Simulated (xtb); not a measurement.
O₂Si (SMILES O=[Si]=O), singlet, geometry from GFN2-xTB. Base run: xtb 6.7.1 with GFN2-xTB.

The xtb input:
```
$ xtb mol.xyz --gfn 2 --json

# file mol.xyz
3

O     -0.00000000    -0.00000000    -1.49108470
Si     0.00000000     0.00000000     0.00000000
O      0.00000000     0.00000000     1.49108470
```

Each row names what was changed in the base input (with any setting that the change needs).

| change | ΔE vs base (mEh) | HOMO-LUMO gap (eV) | G_solv (kcal/mol) | SCF cycles |
|---|---|---|---|---|
| base | 0.000 | 7.87 | - | 11 |
| acc = 30 | 0.000 | 7.87 | - | 9 |
| etemp = 10000 | -4.269 | 7.90 | - | 11 |
| etemp = 5000 | -0.019 | 7.87 | - | 11 |
| gbsa = toluene | 0.099 | 7.87 | 0.06 | 11 |
| alpb = thf | 2.422 | 7.87 | 1.52 | 11 |
| acc = 0.0001 | 0.000 | 7.87 | - | 14 |

ALPB and GBSA are two models with their own fitted parameters for each solvent, which aren't always the measured dielectric constant.
